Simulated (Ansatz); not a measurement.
(SrS)n off: PBE0-D4/def2-SVP single points in Ansatz on relaxed structures, gas phase. Each cluster is the lowest isomer that a short search found in that spin, judged at the geometry's level, and lower ones may exist. Core potentials for Sr, no spin–orbit coupling. Binding counts from free atoms in the multiplicity of their measured ground term, without zero-point energy. Singlets are spin-restricted. The structures are stationary points that may keep the symmetry of their start. Remarks come from the PBE and PBE0 runs and from stability tests at other levels; not every state was tested.

```tsv
species	atoms	state	geometry	HOMO (eV)	LUMO (eV)	gap (eV)	binding per atom (eV)	point group (within 0.1 Å)	remarks
Sr2S3	5	singlet	B3LYP-D4/def2-SVP	-4.99	-1.47	3.52	3.16	C2v	–
Sr3S4	7	singlet	PBE-D4/def2-SVP	-4.96	-1.65	3.31	3.32	–	–
Sr5S4	9	singlet	PBE0-D4/def2-SVP	-3.25	-1.28	1.98	3.39	Cs	restricted SCF unstable in HF
```

Q: Estimate the rows for SrS2 (singlet, PBE0-D4/def2-TZVP geometry).

A: 
| species | atoms | state | geometry | HOMO (eV) | LUMO (eV) | gap (eV) | binding per atom (eV) | point group (within 0.1 Å) |
| --- | --- | --- | --- | --- | --- | --- | --- | --- |
| SrS2 | 3 | singlet | PBE0-D4/def2-TZVP | -4.27 | -2.18 | 2.09 | 2.46 | C2v |

The gap (eV) runs from 1.98 (Sr5S4) to 3.52 (Sr2S3). It doesn't follow size steadily. The binding per atom (eV) runs from 2.46 (SrS2) to 3.39 (Sr5S4). It rises with size.
